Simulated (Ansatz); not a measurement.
Species: C2H7O2Si, net charge 0, doublet state. It need not be the lowest isomer of its formula. 
Coordinates optimised at B3LYP-D3(BJ)/def2-TZVP (Ansatz, an electronic-structure program):
```
Si
O 1 1.6544
H 2 0.9604 1 117.58
O 1 1.6562 2 111.67 3 60.35
H 4 0.9609 1 117.05 2 64.80
C 1 1.8379 2 103.91 3 -179.24
H 6 1.0840 1 122.73 2 4.19
H 6 1.0847 7 114.75 1 -178.90
C 1 1.8606 2 112.08 3 -55.94
H 9 1.0912 1 111.03 2 -56.12
H 9 1.0918 10 108.25 1 121.81
H 9 1.0929 10 108.32 11 116.35
```
Charge 0, spin multiplicity 2.

Computed values are from Ansatz. Cores are frozen in the correlated levels unless marked. UHF or UKS for open shells. Spin-orbit coupling is left out. No relativistic terms. CBS(X,Y): correlation extrapolated as X^-3; Hartree-Fock from the larger set.

```json
{
  "atomisation energy De": "4662.0 kJ/mol at CCSD(T)/CBS(cc-pV(T+d)Z,cc-pV(Q+d)Z)",
  "total_energy": "-519.8015 Eh at CCSD(T)/CBS(cc-pV(T+d)Z,cc-pV(Q+d)Z)",
  "dipole_moment": "0.24 D at CCSD(T)/aug-cc-pV(D+d)Z",
  "T1 diagnostic": "0.011 at CCSD/cc-pV(Q+d)Z"
}
```
